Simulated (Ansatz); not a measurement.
C4H3F9GeO, SMILES `C[O][Ge]([C](F)(F)F)([C](F)(F)F)[C](F)(F)F`. Total charge 0; spin multiplicity 1. The structure was optimised at the PBE0-D4/def2-TZVP level. It is one conformer, not always the lowest.

```xyz
18

C     0.242   -2.077    1.377
O    -0.624   -0.982    1.117
Ge   -0.225    0.256   -0.051
C    -0.360   -0.444   -1.936
F    -1.632   -0.632   -2.299
F     0.193    0.404   -2.811
F     0.274   -1.619   -2.055
C     1.650    0.943    0.231
F     2.555    0.076   -0.244
F     1.907    1.121    1.531
F     1.844    2.112   -0.388
C    -1.563    1.723    0.238
F    -1.315    2.387    1.371
F    -2.806    1.247    0.306
F    -1.516    2.605   -0.769
H     0.391   -2.697    0.488
H     1.216   -1.742    1.747
H    -0.233   -2.681    2.150
```

Task: What is the dipole moment at ωB97M-V/def2-TZVPP? (Estimate.)

Result: The calculation gave: 2.06 D, with components (0.66, -1.75, 0.88) D in this frame, pointing from negative to positive charge.

Task: And with PBE, r2SCAN, B3LYP? (An estimate is asked.)

Result: Ansatz gave: PBE 1.86 D, r2SCAN 1.96 D, B3LYP 2.07 D.

Task: Give the Mulliken charges with ωB97M-V, r2SCAN, PBE in def2-TZVPP. (An estimate is asked.)

Result: Computed: 
```
atom  ωB97M-V  r2SCAN    PBE
  C1    -0.18    0.00  -0.14
  O2    -0.37   -0.38  -0.32
 Ge3     0.19    0.23   0.12
  C4     0.42    0.44   0.34
  F5    -0.15   -0.15  -0.11
  F6    -0.14   -0.15  -0.11
  F7    -0.15   -0.16  -0.12
  C8     0.40    0.42   0.33
  F9    -0.15   -0.16  -0.12
 F10    -0.15   -0.16  -0.12
 F11    -0.14   -0.15  -0.11
 C12     0.48    0.49   0.40
 F13    -0.15   -0.16  -0.12
 F14    -0.14   -0.15  -0.11
 F15    -0.15   -0.16  -0.12
 H16     0.12    0.07   0.10
 H17     0.12    0.06   0.10
 H18     0.14    0.07   0.12
```

B3LYP here is the variant with VWN-RPA as its local correlation; programs differ in this.
